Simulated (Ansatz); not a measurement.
`C[NH2+][InH3-]` → `[CH2]` (triplet) + `[NH3+][InH3-]` at 500 K and 1 bar (formal loss of a carbene).

Gas-phase electronic energies from Ansatz, PBE0-D4/def2-TZVP geometries. CCSD(T)/CBS is the MP2 limit (def2-TZVPP, def2-QZVPP) plus CCSD(T) − MP2 in def2-TZVPP, frozen cores. This one scheme is used for every species. Triplets are unrestricted, without spin–orbit coupling. def2 core potentials past Kr. For In outer-core shells are correlated without core-valence functions, which leaves a few kJ/mol of doubt a bond.

| species | CCSD(T)/CBS energy (Eh) | H − E (kJ/mol) | S (J/(mol·K)) |
| --- | --- | --- | --- |
| `C[NH2+][InH3-]` | -287.35835 | 267.7 | 405.0 |
| `[CH2]` (triplet) | -39.09499 | 62.7 | 213.9 |
| `[NH3+][InH3-]` | -248.10895 | 183.8 | 354.9 |

H − E and S are ideal-gas, rigid-rotor, harmonic terms from PBE0-D4/def2-TZVP, with the whole ground term of open shells counted as degenerate. 1 Eh = 2625.50 kJ/mol, R = 8.31446 J/(mol·K).

**Question.** By hand: ΔE, ΔH, ΔS and ΔG.

**Answer.** ΔE = (-39.09499) + (-248.10895) − (-287.35835) = 0.15441 Eh = 405.4 kJ/mol. Δ(H − E) = 62.7 + 183.8 − 267.7 = -21.2, so ΔH = 384.2 kJ/mol. ΔS = 213.9 + 354.9 − 405.0 = 163.8 J/(mol·K). ΔG = 384.2 − 500 × (163.8)/1000 = 302.3 kJ/mol.

**Question.** By hand: the equilibrium constant, and the temperature at which ΔG would vanish if ΔH and ΔS stayed fixed.

**Answer.** log₁₀ K = −ΔG/(RT ln 10) = -31.6. ΔG = 0 at ΔH/ΔS = 2346 K.

The number of gas molecules changes by +1, which sets the sign of ΔS. A doubt of 5 kJ/mol in ΔE shifts log₁₀ K by 0.5 here. Modes under 60 cm⁻¹, often nearly free rotors, make the harmonic entropy too high. A triplet takes part, so the spin changes. These are equilibria of isolated gas molecules and say nothing of rates. Largest T1 diagnostic: 0.013 (customary marks: 0.02 for closed shells, 0.045 for open ones).
